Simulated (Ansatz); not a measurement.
One geometry of Ni2O2⁻, several levels of theory.

```yaml
crystal:
  periodic: [false, false, false]
  atoms:
    - {symbol: Ni, position_ang: [1.077745, -0.010694, -0.045051]}
    - {symbol: Ni, position_ang: [-1.187539, 0.011785, 0.049568]}
    - {symbol: O, position_ang: [0.042607, -1.433128, 0.044078]}
    - {symbol: O, position_ang: [0.067178, 1.432047, -0.048605]}
basis:
  gaussian: {orbitals: def2-TZVPD, initial_orbitals: start.molden}
total_charge: -1
magnetization: {spin_polarized: true, initial_magnetization: 1}
hamiltonian: {xc: pbe0, dispersion: d4}
scf: {omitted_lower_state_checks: [starts]}
output: {orbitals: {seedname: orbitals}}
```

The file start.molden holds the orbitals of an earlier run on this structure, at another level or in another basis.

```sh
$ ansatz run in.yaml --threads 4 --pin off --events-out ev --progress --plain --max-ram 3916MiB
```

It prints (some lines left out):

```
Functional definition: PBE0
1506 factors; their error is unknown
mean field evaluation 1: about -86161.3881 eV, gradient 1.2e2 eV
mean field evaluation 2: about -86165.5699 eV, gradient 6.6e0 eV
mean field evaluation 4: about -86166.3493 eV, gradient 5.0e-1 eV
mean field evaluation 8: about -86166.5545 eV, gradient 5.2e-4 eV
mean field evaluation 16: about -86166.5545 eV, gradient 6.2e-6 eV
mean field -86166.55448506 eV, -3166.5624715375 hartree, gradient 6.2e-6 eV, S^2 1.777793; 0 other end points of the search recorded, 0 dependent functions left out
reference -86166.55451258 eV, -3166.5624725489 hartree; 37, 36 occupied and 139, 140 virtual orbitals, 1506 factors
Total energy: -86166.65337466 eV, -3166.5661056633 hartree
Checks for a lower state left out: starts
```

Hardware: 4 threads of Arm Neoverse V2 on a shared host. Wall time 20 s, peak host memory 1.1 GiB.

The first input with `gaussian: {orbitals: def2-SVPD, initial_orbitals: start.molden}`, `hamiltonian: {xc: pbe, dispersion: d4}` (abridged; 3 s):

```
Functional definition: PBE
mean field -86152.68752154 eV, -3166.0528700278 hartree, gradient 1.4e-5 eV, S^2 0.979655
Total energy: -86152.80659314 eV, -3166.0572458282 hartree
Checks for a lower state left out: starts
```

As the first input, with `gaussian: {orbitals: def2-SVPD, initial_orbitals: start.molden}` (abridged; 8 s):

```
Functional definition: PBE0
mean field evaluation 16: about -86150.6154 eV, gradient 2.1e-6 eV
mean field -86150.61544272 eV, -3165.9767225353 hartree, gradient 2.6e-6 eV, S^2 1.963791
Total energy: -86150.71433143 eV, -3165.9803566285 hartree
Checks for a lower state left out: starts
```

The first input with `gaussian: {orbitals: 6-31G}`, `hamiltonian: {xc: {name: B3LYP}, dispersion: d4}` (abridged; 4.4 s):

```
Functional definition: B3LYP
mean field evaluation 16: about -86168.7305 eV, gradient 3.8e0 eV
mean field evaluation 32: about -86169.9064 eV, gradient 1.6e-5 eV
mean field -86169.90642225 eV, -3166.6856529571 hartree, gradient 6.8e-6 eV, S^2 2.265104
Total energy: -86170.10477109 eV, -3166.6929421426 hartree
Checks for a lower state left out: starts
```

The first input with `hamiltonian: {xc: {name: r2SCANh}, dispersion: d4}` (abridged; 32 s):

```
Functional definition: r2SCANh
mean field -86180.36655771 eV, -3167.0700558454 hartree, gradient 9.9e-6 eV, S^2 1.910712
Total energy: -86180.39272382 eV, -3167.0710174323 hartree
Checks for a lower state left out: starts
```

The first input with `hamiltonian: {xc: pbe}`, `correlation: {method: rpa}` and without the key `output` (abridged; 8 s):

```
Functional definition: PBE
mean field -86168.94111230 eV, -3166.6501784710 hartree, gradient 1.5e-6 eV, S^2 0.986503
12 core orbitals not correlated: weight in the atoms' cores, before any rotation towards them, 1.000 or more for the frozen orbitals, at most 0.000 for the correlated occupied ones
Total energy: -86141.89635261 eV, -3165.6563018840 hartree
Checks for a lower state left out: starts
```

As the first input, with `correlation: {method: mp2}` and without the key `hamiltonian` (abridged; 27 s):

```
Functional definition: HF
mean field evaluation 16: about -86082.3467 eV, gradient 2.5e-4 eV
mean field -86082.34674184 eV, -3163.4678940522 hartree, gradient 1.8e-8 eV, S^2 2.765682
12 core orbitals not correlated: weight in the atoms' cores, before any rotation towards them, 1.000 or more for the frozen orbitals, at most 0.000 for the correlated occupied ones
second order -44.16889277 eV of doubles, -0.00000000 eV of singles
Total energy: -86126.51563461 eV, -3165.0910709228 hartree
Checks for a lower state left out: starts
```

Geometry: PBE0-D4/def2-SVPD.

The 6-31G sets use Cartesian d functions. B3LYP takes the VWN-RPA correlation. Correlated methods freeze 12 core orbitals; core or outer-core shells of Ni are correlated, in sets that lack core-valence functions. At PBE0-D4/def2-TZVPD, PBE-D4/def2-SVPD, PBE0-D4/def2-SVPD, B3LYP-D4/6-31G and others the charge -1 doublet is spin-contaminated (final ⟨S²⟩ up to 2.77, 0.75 for a pure state). At PBE-D4/def2-SVPD, PBE0-D4/def2-SVPD, B3LYP-D4/6-31G, r2SCANh-D4/def2-TZVPD the highest occupied level of the charge -1 doublet lies above zero (up to 0.75 eV). It is a level of β spin, whose loss leaves a triplet; that state wasn't run at this geometry and level. The electron is either unbound and held by the finite basis, or the level is raised by self-interaction error. The geometry of the doublet was relaxed on an unsound state (⟨S²⟩ 1.96, where a pure state has 0.75). Another isomer (doublet) lies 0.04 eV lower at PBE0-D4/def2-TZVPD.
